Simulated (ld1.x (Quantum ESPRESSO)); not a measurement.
**What the settings do to the TM potential of nickel**

Base potential:

ld1.x (Quantum ESPRESSO) 7.5 input, shortened:

```
&input
   title='Ni', zed=28., rel=1, dft='PBE', iswitch=3,
   config='[Ar] 3d8 4s1.5 4p0'
 /
 &inputp
   pseudotype=2, tm=.true., lloc=-2, rcloc=2.40,
   nlcc=.false.
 /
3
4S  1  0   1.50   0.00  1.60  1.60  0.0
4P  2  1   0.00   0.00  2.50  2.50  0.0
3D  3  2   8.00   0.00  1.35  1.35  0.0
 &test
   configts(1)='3d8 4s1.5 4p0'
 /
```

All-electron outer shells of the reference configuration (PBE, scalar-relativistic, ld1.x):

| shell | level (eV) | outermost node (bohr) | outermost maximum (bohr) |
| --- | --- | --- | --- |
| 3p | -75.74 | 0.27 | 0.65 |
| 3d | -13.20 | – | 0.63 |
| 4s | -9.28 | 0.92 | 2.18 |
| 4p | -4.22 | 1.00 | 2.87 |

Cutoffs, loose and tight: the cutoffs (Ry, on a coarse ladder) from which the occupation-weighted sum of valence levels, in a spherical-Bessel basis at the reference potential, stays within 10 and 1 mRy of its value at 400 Ry. They do not see the model core or the augmentation charge, which bear on the density cutoff. Test errors are all-electron minus pseudo excitation energies from the reference, over the configurations 3d8 4s2 4p0; 3d8 4s1 4p0; 3d8 4s0 4p0; 3d7 4s2 4p1; 3d8.5 4s1.5 4p0; 3d8 4s1 4p1; 3d8 4s0 4p2. A dash means not determined; rows that change the core or the reference have their own tests.

A true bound ghost makes a file unfit for plane-wave use even where its test errors are small: the radial tests pick states by their node count and pass the ghost by.

```csv
change,outcome,"cutoff, loose","cutoff, tight",bound ghosts,largest test error (meV)
base,generated,140 Ry,260 Ry,none,-337
"all radii scaled by about 0.75 (s 1.20, p 1.88, d 1.02 bohr); local potential all-electron potential smoothed inside 1.80 bohr (lloc = -2)",generated,200 Ry,over 300 Ry,s,-88
"all radii scaled by about 0.93 (s 1.50, p 2.32, d 1.26 bohr); local potential all-electron potential smoothed inside 2.24 bohr (lloc = -2)",generated,160 Ry,260 Ry,none,-303
"all radii scaled by about 1.23 (s 1.96, p 3.06, d 1.66 bohr); local potential all-electron potential smoothed inside 2.94 bohr (lloc = -2)",generated,100 Ry,180 Ry,none,-354
"all radii scaled by about 1.32 (s 2.12, p 3.30, d 1.78 bohr); local potential all-electron potential smoothed inside 3.18 bohr (lloc = -2)",generated,90 Ry,160 Ry,s,-403
"all radii scaled by about 1.38 (s 2.20, p 3.44, d 1.86 bohr); local potential all-electron potential smoothed inside 3.30 bohr (lloc = -2)",generated,90 Ry,160 Ry,s,-413
```

What comes out with this change to the base: all radii scaled by about 1.17 (s 1.86, p 2.92, d 1.58 bohr); local potential all-electron potential smoothed inside 2.80 bohr (lloc = -2)?

outcome: generated; cutoff, loose: 110 Ry; cutoff, tight: 180 Ry; bound ghosts: none; largest test error (meV): -360.

What comes out with this change to the base: all radii scaled by about 0.86 (s 1.38, p 2.14, d 1.16 bohr); local potential all-electron potential smoothed inside 2.06 bohr (lloc = -2)?

outcome: generated; cutoff, loose: 180 Ry; cutoff, tight: 300 Ry; bound ghosts: none; largest test error (meV): -222.

What comes out with this change to the base: all radii scaled by about 1.05 (s 1.68, p 2.64, d 1.42 bohr); local potential all-electron potential smoothed inside 2.52 bohr (lloc = -2)?

outcome: failed: run_pseudo: Errors in PS-KS equation. Cause: the pseudo-atom solver did not find the valence states with the expected number of nodes, which is the usual sign of a ghost state.

Reading the sweep of the scale of all radii (base = 1) (base included, trends over the rows without a ghost): The loose cutoff falls from 180 Ry at 0.86 to 100 Ry at 1.23. A larger radius leaves more room for a smooth pseudo-wave, so fewer plane waves are needed; a smaller one forces it to follow the all-electron wave where it bends sharply. The median size of the test errors (rows with all tests solved) is not monotonic: lowest 9.0 meV at 0.86, highest 11.9 meV at 1.23. Bound ghosts are found at 0.75, 1.32, 1.38. The generation fails at 1.05.
